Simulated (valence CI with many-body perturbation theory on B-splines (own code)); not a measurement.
**Hg74+: electric-dipole lines**

Computed by valence CI with perturbative core correlation (CI+MBPT): four valence electrons over a frozen Dirac-Fock core [He], radial functions for each j: 11 s, 11 p, 10 d, 8 f, 5 g, 2 h, with the one-electron correlation potential Σ1, the two-electron term Σ2, the three-electron term Σ3, Breit, model QED; selected CI, second order for the rest, scaled by the run's own slope (own B-spline code, finite nucleus).

No measured spectrum was set against this ion. As an estimate, large intervals hold to a few tenths of a per cent, small ones and those within an open d or f shell to about a per cent. Among the levels kept, up to 1400 cm⁻¹ of a level comes from second order outside the variational space, and about a tenth of that is noise between levels of different J, which matters for small intervals.

Lines 51 to 100 of 534 in falling wavelength, among levels below 144360 × 10³ cm⁻¹, chosen from the strongest by gf and those to the six lowest levels. Wavelengths and rates use the calculated energies. Electric multipoles are in the length gauge with retardation, E1 and E2 with the static RPA response of the core. Weak lines are less certain than strong ones. Lines between different terms over intervals too small for the method are left out, as are lines whose strength nearly cancels. The highest levels of a list are the least certain.

Levels are named by their leading jj configuration (3d3/2^4 stands for four electrons in 3d with j = 3/2), which in mixed levels can hold well under half, so a name can repeat and another be missing. Letters in brackets count levels of one name in rising energy.

| λ vac (Å) | Upper | Lower | A (s⁻¹) | log gf | Branch % |
| --- | --- | --- | --- | --- | --- |
| 30.28 | (2s 2p1/2 2p3/2^2) J=1 [a] | (2s^2 2p3/2^2) J=2 | 3.76e+10 | -1.81 | 0.1 |
| 29.69 | (2s 2p1/2 2p3/2^2) J=2 [b] | (2s^2 2p3/2^2) J=2 | 3.04e+10 | -1.70 | 0.1 |
| 29.21 | (2s 2p1/2^2 2p3/2) J=1 | (2s^2 2p1/2 2p3/2) J=2 | 6.79e+10 | -1.58 | 0.2 |
| 28.02 | (2s 2p1/2^2 2p3/2) J=1 | (2s^2 2p1/2 2p3/2) J=1 | 1.50e+10 | -2.27 | 0.1 |
| 18.72 | (2s 2p1/2 2p3/2 3d3/2) J=3 [b] | (2s 2p1/2 2p3/2 3p1/2) J=2 [b] | 8.51e+11 | -0.50 | 0.0 |
| 18.65 | (2s 2p1/2 2p3/2 3d3/2) J=1 [d] | (2s 2p1/2 2p3/2 3p1/2) J=1 [c] | 9.22e+11 | -0.84 | 0.0 |
| 18.64 | (2s 2p1/2 2p3/2 3d3/2) J=2 [d] | (2s 2p1/2 2p3/2 3p1/2) J=1 [c] | 1.14e+12 | -0.53 | 0.0 |
| 18.51 | (2s^2 2p1/2 3d3/2) J=1 | (2s^2 2p1/2 3p1/2) J=0 | 1.16e+12 | -0.75 | 0.0 |
| 18.48 | (2s 2p1/2 2p3/2 3d3/2) J=2 [b] | (2s 2p1/2 2p3/2 3p1/2) J=2 [b] | 1.25e+12 | -0.50 | 0.0 |
| 18.25 | (2s 2p3/2^2 3d3/2) J=1 [b] | (2s 2p3/2^2 3p1/2) J=0 | 7.74e+11 | -0.94 | 0.0 |
| 18.22 | (2s^2 2p3/2 3d5/2) J=4 | (2s 2p1/2 2p3/2 3s) J=3 | 3.89e+11 | -0.76 | 35.6 |
| 18.21 | (2s 2p3/2^2 3p3/2) J=3 [a] | (2s 2p3/2^2 3s) J=2 [a] | 1.21e+12 | -0.38 | 0.4 |
| 18.20 | (2s 2p1/2 2p3/2 3d3/2) J=1 [b] | (2s 2p1/2 2p3/2 3p1/2) J=2 [b] | 1.69e+12 | -0.60 | 0.1 |
| 18.09 | (2s 2p3/2^2 3p3/2) J=1 [b] | (2s 2p3/2^2 3s) J=0 | 1.78e+12 | -0.58 | 0.2 |
| 18.08 | (2s^2 2p3/2 3d3/2) J=2 | (2s^2 2p3/2 3p1/2) J=2 | 9.10e+11 | -0.65 | 0.0 |
| 18.06 | (2s 2p1/2 2p3/2 3d3/2) J=2 [a] | (2s 2p1/2 2p3/2 3p1/2) J=2 [a] | 9.27e+11 | -0.64 | 0.1 |
| 18.05 | (2s^2 2p3/2 3d3/2) J=2 | (2s^2 2p3/2 3p1/2) J=1 | 9.44e+11 | -0.64 | 0.0 |
| 18.04 | (2p1/2^2 2p3/2 3d3/2) J=2 | (2p1/2^2 2p3/2 3p1/2) J=2 | 9.15e+11 | -0.65 | 0.3 |
| 18.02 | (2p1/2^2 2p3/2 3d3/2) J=2 | (2p1/2^2 2p3/2 3p1/2) J=1 | 9.48e+11 | -0.64 | 0.4 |
| 17.98 | (2s 2p1/2^2 3d3/2) J=1 | (2s 2p1/2^2 3p1/2) J=0 | 1.29e+12 | -0.73 | 0.4 |
| 17.98 | (2s 2p3/2^2 3d3/2) J=2 | (2s 2p3/2^2 3p1/2) J=2 [a] | 1.53e+12 | -0.43 | 0.1 |
| 17.97 | (2s 2p3/2^2 3d3/2) J=3 | (2s 2p3/2^2 3p1/2) J=3 | 1.10e+12 | -0.43 | 0.1 |
| 17.94 | (2s 2p1/2 2p3/2 3p3/2) J=1 [a] | (2s 2p1/2 2p3/2 3s) J=1 [a] | 2.23e+12 | -0.49 | 0.5 |
| 17.93 | (2s 2p3/2^2 3d3/2) J=3 | (2s 2p3/2^2 3p1/2) J=2 [a] | 8.50e+11 | -0.54 | 0.0 |
| 17.92 | (2s 2p1/2^2 3p3/2) J=1 | (2s 2p1/2^2 3s) J=0 | 1.90e+12 | -0.56 | 0.3 |
| 17.91 | (2s 2p3/2^2 3d3/2) J=4 | (2s 2p3/2^2 3p1/2) J=3 | 1.92e+12 | -0.08 | 0.1 |
| 17.89 | (2s 2p1/2 2p3/2 3d3/2) J=2 [c] | (2s 2p1/2 2p3/2 3p1/2) J=1 [b] | 1.35e+12 | -0.49 | 0.5 |
| 17.87 | (2s 2p3/2^2 3d3/2) J=1 [a] | (2s 2p3/2^2 3p1/2) J=2 [a] | 2.05e+12 | -0.53 | 0.1 |
| 17.87 | (2s 2p3/2^2 3p3/2) J=1 [a] | (2s 2p3/2^2 3s) J=2 [a] | 2.88e+12 | -0.38 | 0.4 |
| 17.85 | (2s^2 2p3/2 3d3/2) J=3 | (2s^2 2p3/2 3p1/2) J=2 | 1.93e+12 | -0.19 | 0.1 |
| 17.83 | (2p1/2^2 2p3/2 3p3/2) J=1 | (2p1/2^2 2p3/2 3s) J=1 | 2.17e+12 | -0.51 | 0.4 |
| 17.83 | (2p1/2^2 2p3/2 3d3/2) J=3 | (2p1/2^2 2p3/2 3p1/2) J=2 | 1.93e+12 | -0.19 | 1.7 |
| 17.82 | (2s 2p1/2 2p3/2 3d3/2) J=3 [c] | (2s 2p1/2 2p3/2 3p1/2) J=2 [c] | 1.94e+12 | -0.19 | 1.1 |
| 17.80 | (2s 2p1/2^2 3d3/2) J=2 | (2s 2p1/2^2 3p1/2) J=1 | 1.92e+12 | -0.34 | 0.5 |
| 17.80 | (2s 2p3/2^2 3p3/2) J=3 [b] | (2s 2p3/2^2 3s) J=2 [b] | 2.94e+12 | -0.01 | 0.5 |
| 17.78 | (2s 2p1/2 2p3/2 3d3/2) J=3 [a] | (2s 2p1/2 2p3/2 3p1/2) J=2 [a] | 1.76e+12 | -0.23 | 0.3 |
| 17.77 | (2s 2p1/2 2p3/2 3d3/2) J=2 [a] | (2s 2p1/2 2p3/2 3p1/2) J=1 [a] | 9.74e+11 | -0.64 | 0.1 |
| 17.77 | (2s^2 2p1/2 3d3/2) J=2 | (2s^2 2p1/2 3p1/2) J=1 | 1.94e+12 | -0.34 | 0.5 |
| 17.76 | (2s 2p3/2^2 3p3/2) J=0 | (2s 2p3/2^2 3s) J=1 [b] | 2.87e+12 | -0.87 | 5.8 |
| 17.73 | (2s 2p1/2 2p3/2 3p3/2) J=2 [b] | (2s 2p1/2 2p3/2 3s) J=2 [b] | 1.95e+12 | -0.34 | 0.4 |
| 17.73 | (2s 2p1/2 2p3/2 3d3/2) J=4 | (2s 2p1/2 2p3/2 3p1/2) J=3 | 1.92e+12 | -0.09 | 3.3 |
| 17.72 | (2s^2 2p3/2 3p3/2) J=1 | (2s^2 2p3/2 3s) J=1 | 2.42e+12 | -0.47 | 13.5 |
| 17.71 | (2s 2p3/2^2 3p3/2) J=2 [b] | (2s 2p3/2^2 3s) J=2 [b] | 4.89e+11 | -0.94 | 0.4 |
| 17.69 | (2s^2 2p3/2 3d3/2) J=1 | (2s^2 2p3/2 3p1/2) J=1 | 1.62e+12 | -0.64 | 0.1 |
| 17.67 | (2p1/2^2 2p3/2 3d3/2) J=1 | (2p1/2^2 2p3/2 3p1/2) J=1 | 1.63e+12 | -0.64 | 0.3 |
| 17.67 | (2s 2p1/2 2p3/2 3d3/2) J=1 [a] | (2s 2p1/2 2p3/2 3p1/2) J=1 [a] | 1.67e+12 | -0.63 | 0.3 |
| 17.66 | (2s^2 2p3/2 3d5/2) J=2 | (2s 2p1/2 2p3/2 3s) J=1 [a] | 5.30e+11 | -0.91 | 0.1 |
| 17.65 | (2s 2p1/2 2p3/2 3p3/2) J=2 [c] | (2s 2p1/2 2p3/2 3s) J=1 [c] | 2.55e+12 | -0.22 | 0.6 |
| 17.65 | (2s 2p1/2 2p3/2 3p3/2) J=3 [c] | (2s 2p1/2 2p3/2 3s) J=2 [c] | 2.58e+12 | -0.07 | 0.8 |
| 17.64 | (2s 2p1/2 2p3/2 3d3/2) J=1 [c] | (2s 2p1/2 2p3/2 3p1/2) J=0 | 1.29e+12 | -0.74 | 0.2 |

Problem. How does gf follow from A for the line at 17.93 Å?

Solution. gf = 1.4992 × (2J+1)_upper × A / σ², with σ = 5577589 cm⁻¹ and 2J+1 = 7: gf = 0.287.
